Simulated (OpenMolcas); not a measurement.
# Co²⁺: input and output

Input:

```
&GATEWAY
Coord
1

Co 0.0 0.0 0.0
Basis=ANO-RCC-VTZP
Group=XYZ
NoMove
AngMom=0.0 0.0 0.0
AMFI
&SEWARD
* reference wave functions (RASSCF and RASSI steps not shown): 7 electrons in 5 orbitals (3d)
>>> COPY JOB001 $Project.JobIph
&CASPT2
Multistate=10 1 2 3 4 5 6 7 8 9 10
Frozen=3 6
IPEA=0.3
MaxIter=60
WThr=0.0 0.3 0.05
PrWF=0.5
NoMix
>>> COPY JOB002 $Project.JobIph
&CASPT2
Multistate=28 1 2 3 4 5 6 7 8 9 10 11 12 13 14 15 16 17 18 19 20 21 22
23 24 25 26 27 28
Frozen=3 6
IPEA=0.3
MaxIter=60
WThr=0.0 0.3 0.05
PrWF=0.5
NoMix
```

Launched by
```bash
OMP_NUM_THREADS=1 MOLCAS_MEM=2252 MOLCAS_PROJECT=a pymolcas a.inp > a.log  # once for each step of the input, in one work folder
```

Output, cut to the results:

```
--- CASPT2 ---
Orbital specifications:
      -----------------------

      Symmetry species                           1   2
                                                ag  au
      Frozen orbitals                            3   6
      Inactive orbitals                          0   0
      Active orbitals                            5   0
      Secondary orbitals                        22  23
      Deleted orbitals                           0   0
      Number of basis functions                 30  29
Type of calculation                        MS-CASPT2
      Fock operator                              state-specific
      IPEA shift                                 0.30
      Real shift                                 0.00
      Imaginary shift                            0.00
      The input orbitals will be transformed to quasi-canonical
Reference energy:       -1391.0088818490
      E2 (Non-variational):      -0.1907039628
      E2 (Variational):          -0.1907039598
      Total energy:           -1391.1995858088
      Residual norm:              0.0000003367
      Reference weight:           0.96485
      Contributions to the CASPT2 correlation energy
      Active & Virtual Only:         -0.1907039628
      One Inactive Excited:           0.0000000000
      Two Inactive Excited:           0.0000000000
Reference energy:       -1391.0088818490
      E2 (Non-variational):      -0.1910608136
      E2 (Variational):          -0.1910608100
      Total energy:           -1391.1999426589
      Residual norm:              0.0000003480
      Reference weight:           0.96467
      Contributions to the CASPT2 correlation energy
      Active & Virtual Only:         -0.1910608136
      One Inactive Excited:           0.0000000000
      Two Inactive Excited:           0.0000000000
::    CASPT2 Root  1     Total energy:  -1391.19958581
::    CASPT2 Root  2     Total energy:  -1391.19994266
::    CASPT2 Root  3     Total energy:  -1391.19910332
::    CASPT2 Root  4     Total energy:  -1391.20038037
::    CASPT2 Root  5     Total energy:  -1391.19971257
::    CASPT2 Root  6     Total energy:  -1391.19967812
::    CASPT2 Root  7     Total energy:  -1391.20024975
::    CASPT2 Root  8     Total energy:  -1391.12920920
::    CASPT2 Root  9     Total energy:  -1391.12920922
::    CASPT2 Root 10     Total energy:  -1391.12920920
::    MS-CASPT2 Root  1     Total energy:  -1391.20047328
::    MS-CASPT2 Root  2     Total energy:  -1391.20022404
::    MS-CASPT2 Root  3     Total energy:  -1391.19994794
::    MS-CASPT2 Root  4     Total energy:  -1391.19987648
::    MS-CASPT2 Root  5     Total energy:  -1391.19976993
::    MS-CASPT2 Root  6     Total energy:  -1391.19942898
::    MS-CASPT2 Root  7     Total energy:  -1391.19893898
::    MS-CASPT2 Root  8     Total energy:  -1391.12920772
::    MS-CASPT2 Root  9     Total energy:  -1391.12920711
::    MS-CASPT2 Root 10     Total energy:  -1391.12920575
--- CASPT2 ---
Orbital specifications:
      -----------------------

      Symmetry species                           1   2
                                                ag  au
      Frozen orbitals                            3   6
      Inactive orbitals                          0   0
      Active orbitals                            5   0
      Secondary orbitals                        22  23
      Deleted orbitals                           0   0
      Number of basis functions                 30  29
Type of calculation                        MS-CASPT2
      Fock operator                              state-specific
      IPEA shift                                 0.30
      Real shift                                 0.00
      Imaginary shift                            0.00
      The input orbitals will be transformed to quasi-canonical
Reference energy:       -1390.9243451726
      E2 (Non-variational):      -0.1953148638
      E2 (Variational):          -0.1953148609
      Total energy:           -1391.1196600335
      Residual norm:              0.0000003052
      Reference weight:           0.96412
      Contributions to the CASPT2 correlation energy
      Active & Virtual Only:         -0.1953148638
      One Inactive Excited:           0.0000000000
      Two Inactive Excited:           0.0000000000
Reference energy:       -1390.9243451726
      E2 (Non-variational):      -0.1953436783
      E2 (Variational):          -0.1953436756
      Total energy:           -1391.1196888482
      Residual norm:              0.0000003088
      Reference weight:           0.96409
      Contributions to the CASPT2 correlation energy
      Active & Virtual Only:         -0.1953436783
      One Inactive Excited:           0.0000000000
      Two Inactive Excited:           0.0000000000
::    CASPT2 Root  1     Total energy:  -1391.11966003
::    CASPT2 Root  2     Total energy:  -1391.11968885
::    CASPT2 Root  3     Total energy:  -1391.11971105
::    CASPT2 Root  4     Total energy:  -1391.11969735
::    CASPT2 Root  5     Total energy:  -1391.11969787
::    CASPT2 Root  6     Total energy:  -1391.11966708
::    CASPT2 Root  7     Total energy:  -1391.11970714
::    CASPT2 Root  8     Total energy:  -1391.11970444
::    CASPT2 Root  9     Total energy:  -1391.11967302
::    CASPT2 Root 10     Total energy:  -1391.09474636
::    CASPT2 Root 11     Total energy:  -1391.09313253
::    CASPT2 Root 12     Total energy:  -1391.09289884
::    CASPT2 Root 13     Total energy:  -1391.09256707
::    CASPT2 Root 14     Total energy:  -1391.09231130
::    CASPT2 Root 15     Total energy:  -1391.09354227
::    CASPT2 Root 16     Total energy:  -1391.09323590
::    CASPT2 Root 17     Total energy:  -1391.09218233
::    CASPT2 Root 18     Total energy:  -1391.09434833
::    CASPT2 Root 19     Total energy:  -1391.09350014
::    CASPT2 Root 20     Total energy:  -1391.09246536
::    CASPT2 Root 21     Total energy:  -1391.09284467
::    CASPT2 Root 22     Total energy:  -1391.09126531
...
```

Levels above the lowest, from the spin-orbit matrix with the single-state CASPT2 energies, averaged by term, on its diagonal:

```
Configuration  Term     J  E (eV)  Measured (eV)      g  Term weight %  Second
          3d7    4F   9/2  0.0000         0.0000  1.334            100        
          3d7    4F   7/2  0.1062         0.1043  1.238            100        
          3d7    4F   5/2  0.1840         0.1799  1.029            100        
          3d7    4F   3/2  0.2371         0.2315  0.400            100        
          3d7    4P   5/2   1.992         1.8848  1.601            100        
          3d7    4P   3/2   2.032         1.9129  1.727             98        
          3d7    4P   1/2   2.078         1.9604  2.655             99        
          3d7    2G   9/2   2.237         2.1050  1.108             98        
          3d7    2G   7/2   2.340         2.2027  0.889            100        
          3d7    2P   3/2   2.913         2.5038  1.198             72   26 2D
          3d7    2H  11/2   2.988         2.8170  1.091            100        
          3d7    2D   5/2   3.043         2.8589  1.201            100        
          3d7    2P   1/2   3.054                 0.681             99        
          3d7    2H   9/2   3.078         2.9055  0.912             98        
          3d7    2D   3/2   3.234         3.0050  0.943             73   26 2P
```

Against the 13 measured excited levels shown (Sugar and Corliss, J. Phys. Chem. Ref. Data 10, 1097 (1981)) the mean absolute deviation is 1100 cm-1; the largest miss in energy is 3d7 2P 3/2 [72 %]: computed 2.913, measured 2.5038 eV (+16.3 %).

CASPT2 breaks the degeneracy within a term, and the mean is taken; among the terms shown or strongly mixed into the levels shown the widest spread is 690 cm-1 (3d7 2H). Some levels mix across a computed gap that differs much from the measured one, so their mixing is not that of the real levels. Terms from blocks run as CI alone lack orbitals of their own. The CASPT2 spread within a term exceeds the gap to the next term for 3d7 2P and 3d7 2H, 3d7 2H and 3d7 2D, so the order of their levels is uncertain. Some terms miss by over 15 % even with CASPT2, which points to a basis or an active space too small for the shells correlated. Computed and measured levels are paired by configuration, term and J; levels that our copy of the source lacks, or whose pairing is in doubt (as where it misses far off the trend of its configuration), stay unpaired and out of the deviations. Levels of configurations outside the active space are missing. The first state left out of the spin-orbit step lies near 43000 cm-1 above the lowest spin-free state of the reference (among the parities and spins computed), and the list stops at four fifths of that energy or lower.

The CASPT2 steps took 2.6 s on 1 thread of Arm Neoverse V2, with other jobs on the host; the integral step is not counted.

The term weight is that of the spin-free term in the level, not the purity of its configuration. A share in square brackets marks a mixed level and gives the weight of the term that names it.
